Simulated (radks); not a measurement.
Initial-state core-level shifts of the niobium ion Nb3+ when its valence configuration changes from [Kr] 4d2. Method: Dirac Kohn-Sham, PBE, spin-unpolarised, spherical densities, finite nucleus; open shells are shared between the two j in proportion to 2j + 1; Fermi nuclear charge, rms radius 4.324 fm; computed with a radial shooting solver on a logarithmic mesh with Libxc functionals. Shifts are changes of the shell-averaged eigenvalues in eV (positive: less bound); the change of the density at the nucleus, which sets a Mossbauer isomer shift, is in e/bohr^3, on a base of 8.25e+04.

valence               2p       3p      4s      4p  density at nucleus
4d1.5 5p0.5       -3.022   -2.948  -2.609  -2.468              +1.830
4d1 5p1           -6.143   -5.981  -5.251  -4.957              +3.870
4d1 5s1           -5.049   -4.874  -4.196  -3.932             +24.566
4d0.5 5s0.5 5p1   -8.811   -8.539  -7.392  -6.953             +16.851
5s2              -10.480  -10.075  -8.526  -7.969             +52.609
